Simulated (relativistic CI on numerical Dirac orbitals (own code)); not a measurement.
Slater and spin-orbit integrals, Os XXXII

These numbers are calculated, not measured: Dirac-Coulomb-Breit CI, orbitals from a KLI potential per configuration, model QED (radiative potential, 1s self-energy scaled to tabulated hydrogen-like ionisation energies), unscaled Slater integrals (own radial code, finite nucleus).

Slater integrals F^k, G^k are unscaled and averaged over j, outside the closed core [Ar] 3d10; ζ comes from projecting the Hamiltonian with its Breit term on Σ l·s of the shell.

- 4s²4p⁶4d⁹: ζ(4d) = 61511 cm⁻¹; <r>(4d) = 0.4264, <r^2>(4d) = 0.208 (bohr units).
- 4s²4p⁵4d¹⁰: ζ(4p) = 511000 cm⁻¹; <r>(4p) = 0.4202, <r^2>(4p) = 0.2 (bohr units).
- 4s²4p⁶4d⁸4f: F^2(4d,4d) = 235700, F^4(4d,4d) = 160180, ζ(4d) = 61463, F^2(4d,4f) = 235980, F^4(4d,4f) = 153780, G^1(4d,4f) = 247510, G^3(4d,4f) = 169260, G^5(4d,4f) = 123950, ζ(4f) = 10623 cm⁻¹; <r>(4d) = 0.4267, <r^2>(4d) = 0.2082, <r>(4f) = 0.4062, <r^2>(4f) = 0.1881 (bohr units).

Q: Give the Racah parameters of the d shell in 4s²4p⁶4d⁸4f.

A: B = F²/49 − 5F⁴/441 = 2994 cm⁻¹ and C = 35F⁴/441 = 12712 cm⁻¹.

Averages of the first 10 configurations, taken without configuration mixing, which lowers the lowest level and can move excited configurations by several eV; other configurations of the list can lie among them:

```tsv
Configuration	Parity	States	Average energy above the lowest level (eV)
4s²4p⁶4d⁹	even	10	9.3
4s²4p⁵4d¹⁰	odd	6	240.1
4s²4p⁶4d⁸4f	odd	630	229.2
4s4p⁶4d¹⁰	even	2	416.8
4s²4p⁵4d⁹4f	even	840	457.5
4s4p⁶4d⁹4f	odd	280	634.5
4s²4p⁶4d⁸5s	even	90	425.0
4s²4p⁶4d⁷4f5s	odd	3360	644.8
4s²4p⁶4d⁸5p	odd	270	496.3
4s²4p⁶4d⁸5d	even	450	589.2
```
